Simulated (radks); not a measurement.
Values are calculated unless marked as measured or tabulated.
Q: Cd34+, configuration [Ne] 3s2 3p2 (the NIST ground configuration). Code: a radial shooting solver on a logarithmic mesh with Libxc functionals. Model: Dirac Kohn-Sham, relativistic LDA (MacDonald-Vosko exchange, VWN5 correlation), spin-unpolarised, spherical densities, finite nucleus; open shells fill j = l - 1/2 first; Fermi nuclear charge, rms radius 4.6087 fm. Some entries of the table are withheld. Estimate them.

| orbital | occ. | eigenvalue (hartree) | <r^2> (bohr^2) | r(max) (bohr) |
|---|---|---|---|---|
| 1s1/2 | 2 | -1039.554 | 0.001258 | 0.01975 |
| 2s1/2 | 2 | (1) | 0.01986 | 0.1110 |
| 2p1/2 | 2 | (2) | 0.01473 | 0.08547 |
| 2p3/2 | 4 | (3) | 0.01595 | 0.08971 |
| 3s1/2 | 2 | -82.46769 | 0.1145 | 0.3005 |
| 3p1/2 | 2 | -79.31730 | 0.1054 | (4) |
| 3p3/2 | 0 | -77.53766 | 0.1105 | (5) |

A: 
(1) 2s1/2 eigenvalue (hartree): -211.7473
(2) 2p1/2 eigenvalue (hartree): -202.8612
(3) 2p3/2 eigenvalue (hartree): -195.6476
(4) 3p1/2 r(max) (bohr): 0.2834
(5) 3p3/2 r(max) (bohr): 0.2911
